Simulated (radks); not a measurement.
Valence configurations of Mn III (all share [Ar]). Method: non-relativistic Kohn-Sham, PBE, spin-polarised, spherical densities, point nucleus; open shells are filled with parallel spins first; computed with a radial shooting solver on a logarithmic mesh with Libxc functionals. Order these by energy: 3d4 4p1; 3d2 4p3; 3d4 4s1; 3d5; 4s2 4p3; 3d4.5 4s0.5; 3d3 4s1 4p1; 3d4 4s0.5 4p0.5; 3d3 4s2; 3d3 4p2.

Answer. From the lowest, in eV above it: 3d5 0.000; 3d4.5 4s0.5 3.531; 3d4 4s1 7.982; 3d4 4s0.5 4p0.5 10.974; 3d4 4p1 13.975; 3d3 4s2 21.868; 3d3 4s1 4p1 26.402; 3d3 4p2 32.911; 3d2 4p3 57.421; 4s2 4p3 112.84. NIST lists [Ar] 3d5 as the ground configuration; this level of theory agrees among the configurations tried. The energies are those of spherical high-spin densities, not of single terms.
